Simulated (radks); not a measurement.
Question: These are the eigenvalues of the occupied orbitals of an atom or ion with whole-number occupations (Ry). All-electron calculation, Dirac Kohn-Sham, PBE, spin-unpolarised, spherical densities, point nucleus. Program: a radial shooting solver on a logarithmic mesh with Libxc functionals.

| orbital | eigenvalue |
|---|---|
| 1s1/2 | -4792.203 |
| 2s1/2 | -819.0141 |
| 2p1/2 | -782.1418 |
| 2p3/2 | -694.5346 |
| 3s1/2 | -186.6038 |
| 3p1/2 | -170.2746 |
| 3p3/2 | -151.4997 |
| 3d3/2 | -123.8959 |
| 3d5/2 | -119.8017 |
| 4s1/2 | -37.59309 |
| 4p1/2 | -30.90547 |
| 4p3/2 | -26.60954 |
| 4d3/2 | -15.62825 |
| 4d5/2 | -14.84165 |
| 5s1/2 | -4.91435 |
| 5p1/2 | -3.02414 |
| 5p3/2 | -2.45322 |
| 4f5/2 | -1.30501 |
| 4f7/2 | -1.17685 |
| 6s1/2 | -0.37563 |
| 5d3/2 | -0.21806 |
| 5d5/2 | -0.18510 |

Which element is it, and in what charge state? The configuration may be excited. Open shells, if any, are shared by 2j + 1.

Answer: Z = 72, hafnium, charge 0: Hf in [Xe] 4f14 5d2 6s2. The list shows which subshells hold electrons but not how many an open one holds; the 1s level, -2396.1 hartree, gives Z - s = 69.2 by -(Z - s)^2/2, which with screening and relativity narrows Z to a few neighbours, and the depths of the outer levels then fix element, charge and occupations together.
